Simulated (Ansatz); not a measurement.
A CCSD(T) single point on Cl$_{9}$HSi$_{3}$Sn (`Cl[Si](Cl)(Cl)[SnH]([Si](Cl)(Cl)Cl)[Si](Cl)(Cl)Cl`).

```yaml
crystal:
  periodic: [false, false, false]
  atoms:
    - {symbol: Cl, position_ang: [-0.962293, 2.870973, 2.333776]}
    - {symbol: Si, position_ang: [-0.682506, 0.860666, 2.126428]}
    - {symbol: Cl, position_ang: [0.216277, 0.148451, 3.813896]}
    - {symbol: Cl, position_ang: [-2.504498, -0.032241, 1.934950]}
    - {symbol: Sn, position_ang: [0.743957, 0.356045, 0.062579]}
    - {symbol: Si, position_ang: [-0.514609, 1.208484, -1.996157]}
    - {symbol: Cl, position_ang: [-2.338083, 0.305042, -2.107222]}
    - {symbol: Cl, position_ang: [-0.794605, 3.226308, -1.883630]}
    - {symbol: Cl, position_ang: [0.524535, 0.786947, -3.700592]}
    - {symbol: Si, position_ang: [0.966461, -2.185078, -0.142636]}
    - {symbol: Cl, position_ang: [2.037765, -2.681630, -1.806479]}
    - {symbol: Cl, position_ang: [-0.884780, -3.025063, -0.287588]}
    - {symbol: Cl, position_ang: [1.905565, -2.959927, 1.494517]}
    - {symbol: H, position_ang: [2.274012, 1.091826, 0.186959]}
basis:
  gaussian: {orbitals: def2-SVP}
correlation: {method: ccsd_t}
```

```sh
$ ansatz run in.yaml --threads 11 --pin off --events-out ev --progress --plain --max-ram 174080MiB --backend cuda --devices 0, --max-vram 75GiB
```

Log, shortened:

```
Functional definition: HF
2319 factors; integrals over basis functions are off by at most 1.0e-3 eV
mean field evaluation 1: about -141906.2313 eV, gradient 3.7e1 eV
mean field evaluation 2: about -141906.2457 eV, gradient 3.7e1 eV
mean field evaluation 4: about -141910.9186 eV, gradient 3.2e0 eV
mean field evaluation 8: about -141910.9836 eV, gradient 1.6e-4 eV
mean field -141910.98361010 eV, -5215.1324569515 hartree, gradient 2.6e-6 eV, S^2 0.000000; 0 other end points of the search recorded, 0 dependent functions left out
64 core orbitals not correlated: weight in the atoms' cores, before any rotation towards them, 1.000 or more for the frozen orbitals, at most 0.000 for the correlated occupied ones
reference -141910.98361010 eV, -5215.1324569515 hartree; 45, 45 occupied and 138, 138 virtual orbitals, 2319 factors
second order -42.45427971 eV of doubles, -0.00000000 eV of singles
cycle   1  -44.67261443 eV  change    -2.2e0 eV  update   1.4e-1
cycle   2  -45.55749635 eV  change   -8.8e-1 eV  update   3.9e-2
cycle   3  -45.72486342 eV  change   -1.7e-1 eV  update   1.9e-2
cycle   4  -45.71727547 eV  change    7.6e-3 eV  update   4.4e-3
cycle   5  -45.71400528 eV  change    3.3e-3 eV  update   1.7e-3
cycle   6  -45.71324142 eV  change    7.6e-4 eV  update   5.3e-4
cycle   7  -45.71313513 eV  change    1.1e-4 eV  update   1.7e-4
cycle   8  -45.71319989 eV  change   -6.5e-5 eV  update   5.9e-5
perturbative correction -1.20456353 eV, -0.0442668932 hartree
Total energy: -141957.90137352 eV, -5216.8566529552 hartree
```

Hardware: 11 threads of an AMD EPYC 7R13 on a shared host and a whole NVIDIA H100 80 GB. Wall time 4.8 s, peak host memory 1.4 GiB.

MP2 recovers 90.5 % of the CCSD(T) correlation energy and the triples give 2.6 %; T1 = 0.0101.
